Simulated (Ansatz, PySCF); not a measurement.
Scan of H3B, singlet: umbrella (inversion) coordinate, bond length relaxed. Scanned: angle between the B-H bonds and the threefold axis (90 = planar). Other coordinates (B-H bond length) were minimised at B3LYP/def2-TZVP.

Cartesian coordinates as functions of the variables (Å; names that start with a are angles):
```
B  0  0  0
H  r*sin(a)*cos(0*2*pi/3+0)  r*sin(a)*sin(0*2*pi/3+0)  0+r*cos(a)
H  r*sin(a)*cos(1*2*pi/3+0)  r*sin(a)*sin(1*2*pi/3+0)  0+r*cos(a)
H  r*sin(a)*cos(2*2*pi/3+0)  r*sin(a)*sin(2*2*pi/3+0)  0+r*cos(a)
```

MP2/def2-SVP = MP2 on RHF/def2-SVP, frozen core (Ansatz, a first-principles code); RKS-B3LYP/LANL2DZ = PySCF with restricted B3LYP/LANL2DZ; RKS-B3LYP/6-31G* = PySCF 2.14.0 with restricted B3LYP/6-31G*, spherical d; RMP2/6-31G* = restricted MP2 (frozen core)/6-31G*, spherical d (PySCF); RKS-M06-2X/6-31G* = restricted M06-2X/6-31G*, spherical d in PySCF 2.14.0; FCI/def2-SVP = full CI/def2-SVP, frozen core run with Ansatz.

Energies in eV, each method relative to its own lowest point.

```json
[
 {"a / °": "90", "MP2/def2-SVP": "0.000", "RKS-B3LYP/LANL2DZ": "0.000", "RKS-B3LYP/6-31G*": "0.000", "RMP2/6-31G*": "0.000", "RKS-M06-2X/6-31G*": "0.000", "FCI/def2-SVP": "0.000"},
 {"a / °": "93.72", "MP2/def2-SVP": "0.037", "RKS-B3LYP/LANL2DZ": "0.035", "RKS-B3LYP/6-31G*": "0.035", "RMP2/6-31G*": "0.037", "RKS-M06-2X/6-31G*": "0.036", "FCI/def2-SVP": "0.036"},
 {"a / °": "95.89", "MP2/def2-SVP": "0.092", "RKS-B3LYP/LANL2DZ": "0.087", "RKS-B3LYP/6-31G*": "0.089", "RMP2/6-31G*": "0.093", "RKS-M06-2X/6-31G*": "0.089", "FCI/def2-SVP": "0.091"},
 {"a / °": "99.33", "MP2/def2-SVP": "0.232", "RKS-B3LYP/LANL2DZ": "0.218", "RKS-B3LYP/6-31G*": "0.222", "RMP2/6-31G*": "0.233", "RKS-M06-2X/6-31G*": "0.224", "FCI/def2-SVP": "0.228"},
 {"a / °": "101.73", "MP2/def2-SVP": "0.366", "RKS-B3LYP/LANL2DZ": "0.345", "RKS-B3LYP/6-31G*": "0.352", "RMP2/6-31G*": "0.368", "RKS-M06-2X/6-31G*": "0.354", "FCI/def2-SVP": "0.359"},
 {"a / °": "104.74", "MP2/def2-SVP": "0.577", "RKS-B3LYP/LANL2DZ": "0.544", "RKS-B3LYP/6-31G*": "0.556", "RMP2/6-31G*": "0.581", "RKS-M06-2X/6-31G*": "0.560", "FCI/def2-SVP": "0.567"},
 {"a / °": "108.16", "MP2/def2-SVP": "0.876", "RKS-B3LYP/LANL2DZ": "0.826", "RKS-B3LYP/6-31G*": "0.845", "RMP2/6-31G*": "0.883", "RKS-M06-2X/6-31G*": "0.851", "FCI/def2-SVP": "0.860"},
 {"a / °": "110.38", "MP2/def2-SVP": "1.103", "RKS-B3LYP/LANL2DZ": "1.041", "RKS-B3LYP/6-31G*": "1.066", "RMP2/6-31G*": "1.113", "RKS-M06-2X/6-31G*": "1.073", "FCI/def2-SVP": "1.082"},
 {"a / °": "113.65", "MP2/def2-SVP": "1.486", "RKS-B3LYP/LANL2DZ": "1.403", "RKS-B3LYP/6-31G*": "1.441", "RMP2/6-31G*": "1.502", "RKS-M06-2X/6-31G*": "1.449", "FCI/def2-SVP": "1.458"},
 {"a / °": "116.30", "MP2/def2-SVP": "1.839", "RKS-B3LYP/LANL2DZ": "1.738", "RKS-B3LYP/6-31G*": "1.787", "RMP2/6-31G*": "1.862", "RKS-M06-2X/6-31G*": "1.797", "FCI/def2-SVP": "1.804"},
 {"a / °": "119.83", "MP2/def2-SVP": "2.369", "RKS-B3LYP/LANL2DZ": "2.245", "RKS-B3LYP/6-31G*": "2.310", "RMP2/6-31G*": "2.406", "RKS-M06-2X/6-31G*": "2.321", "FCI/def2-SVP": "2.324"},
 {"a / °": "123.34", "MP2/def2-SVP": "2.966", "RKS-B3LYP/LANL2DZ": "2.820", "RKS-B3LYP/6-31G*": "2.903", "RMP2/6-31G*": "3.023", "RKS-M06-2X/6-31G*": "2.914", "FCI/def2-SVP": "2.910"},
 {"a / °": "125.99", "MP2/def2-SVP": "3.463", "RKS-B3LYP/LANL2DZ": "3.307", "RKS-B3LYP/6-31G*": "3.401", "RMP2/6-31G*": "3.542", "RKS-M06-2X/6-31G*": "3.412", "FCI/def2-SVP": "3.398"},
 {"a / °": "128.56", "MP2/def2-SVP": "3.984", "RKS-B3LYP/LANL2DZ": "3.827", "RKS-B3LYP/6-31G*": "3.928", "RMP2/6-31G*": "4.093", "RKS-M06-2X/6-31G*": "3.938", "FCI/def2-SVP": "3.908"},
 {"a / °": "132", "MP2/def2-SVP": "4.741", "RKS-B3LYP/LANL2DZ": "4.600", "RKS-B3LYP/6-31G*": "4.706", "RMP2/6-31G*": "4.905", "RKS-M06-2X/6-31G*": "4.715", "FCI/def2-SVP": "4.648"}
]
```
